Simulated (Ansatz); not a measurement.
Sn(OEt)4 (C8H20O4Sn). The state is a singlet with charge 0. Geometry PBE-D4/def2-SVP; atoms count from 1.

```tsv
atom	x (Å)	y (Å)	z (Å)
Sn1	-0.001	-0.001	-0.003
O2	-1.329	0.918	-1.186
C3	-1.730	0.274	-2.400
C4	-2.575	1.256	-3.196
H5	-0.845	-0.044	-3.000
H6	-2.322	-0.648	-2.184
H7	-2.924	0.795	-4.142
H8	-3.463	1.569	-2.609
H9	-1.988	2.164	-3.442
O10	1.499	-0.590	-1.191
C11	2.523	-1.427	-0.643
C12	3.413	-1.889	-1.785
H13	3.131	-0.870	0.111
H14	2.086	-2.309	-0.116
H15	4.236	-2.530	-1.406
H16	2.827	-2.470	-2.526
H17	3.859	-1.018	-2.307
O18	-0.653	-1.643	0.939
C19	-1.616	-1.498	1.989
C20	-1.778	-2.850	2.667
H21	-1.292	-0.732	2.733
H22	-2.599	-1.158	1.582
H23	-2.530	-2.792	3.480
H24	-2.109	-3.614	1.935
H25	-0.814	-3.185	3.102
O26	0.481	1.314	1.429
C27	0.820	2.652	1.051
C28	0.942	3.482	2.319
H29	1.786	2.673	0.489
H30	0.047	3.091	0.377
H31	1.222	4.528	2.076
H32	-0.020	3.494	2.870
H33	1.717	3.057	2.989
```

In the def2 sets Sn takes a core potential; there is no spin–orbit coupling.

Q: Estimate the Mulliken populations of the heavy atoms from the PBE0/def2-TZVP orbitals of Ansatz.

A: 
| atom | charge (e) |
| --- | --- |
| Sn1 | 1.40 |
| O2 | -0.52 |
| C3 | -0.06 |
| C4 | -0.34 |
| O10 | -0.52 |
| C11 | -0.06 |
| C12 | -0.34 |
| O18 | -0.52 |
| C19 | -0.06 |
| C20 | -0.34 |
| O26 | -0.52 |
| C27 | -0.06 |
| C28 | -0.34 |
Mulliken values and Mayer orders depend strongly on the basis.

Q: And the Mayer bond orders between bonded heavy atoms (over 0.3)?

A: Sn1–O2 0.86 (2.00 Å); Sn1–O10 0.86 (2.00 Å); Sn1–O18 0.86 (2.00 Å); Sn1–O26 0.86 (2.00 Å); O2–C3 0.98 (1.43 Å); C3–C4 1.02 (1.52 Å); O10–C11 0.98 (1.43 Å); C11–C12 1.02 (1.52 Å); O18–C19 0.98 (1.43 Å); C19–C20 1.02 (1.52 Å); O26–C27 0.98 (1.43 Å); C27–C28 1.02 (1.52 Å).
